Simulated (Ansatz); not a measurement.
# SnH3O (SMILES [OH][SnH2]): methods side by side

The species is SnH3O (5 atoms), meant as a doublet with charge 0. As SMILES, `[OH][SnH2]`. The shape is that of a PBE0-D4/def2-TZVP optimisation. This is one conformer, not always the lowest.

```xyz
5

O     0.7074   -0.7329    0.8619
Sn    0.1045    0.3088   -0.7055
H     0.3686   -1.6313    0.8732
H    -1.6068    0.0613   -0.8459
H     0.4763    1.9204   -0.2249
```

Each level gives the vertical ionisation energy (to the singlet cation) (eV). The values are calculated.

```
           level                    kind  program  value (eV)  less FCI/STO-3G  CPU time (all runs)
     UPBE/STO-3G                     GGA   Ansatz        5.09            +1.05                4.2 s
 U-r2SCAN/STO-3G                meta-GGA   Ansatz        5.27            +1.23                 13 s
    UPBE0/STO-3G           global hybrid   Ansatz        5.35            +1.31                4.7 s
  U-wB97X/STO-3G  range-separated hybrid   Ansatz        5.41            +1.37                 21 s
  UB2PLYP/STO-3G           double hybrid   Ansatz        4.88            +0.84                6.1 s
  RPA@PBE/STO-3G                     RPA   Ansatz        3.89            -0.15                5.7 s
     UMP2/STO-3G     perturbation theory   Ansatz        4.42            +0.38                1.1 s
    UCCSD/STO-3G   coupled cluster or CI   Ansatz        4.25            +0.21                1.4 s
UCCSDT(Q)/STO-3G   coupled cluster or CI   Ansatz        4.02            -0.02                3.8 s
      FCI/STO-3G      exact in the basis   Ansatz        4.04             0.00              2.7 min
```

FCI/STO-3G is exact within its basis and frozen core, so for wave-function methods in that basis the difference is their error; functionals converge differently with the basis, so for them it is only a difference. All-electron rows without a relativistic Hamiltonian named are non-relativistic. Spin-orbit coupling, which can split open shells on such heavy atoms by tenths of an eV, is left out. The values span 3.89 to 5.41 eV. All rows use very small basis sets, so none should be taken for the real molecule's value. In the correlated wave-function rows the outer d shell of Sn is correlated, in sets not made for it. CPU times are rough (shared hosts, several kinds of processor and program).
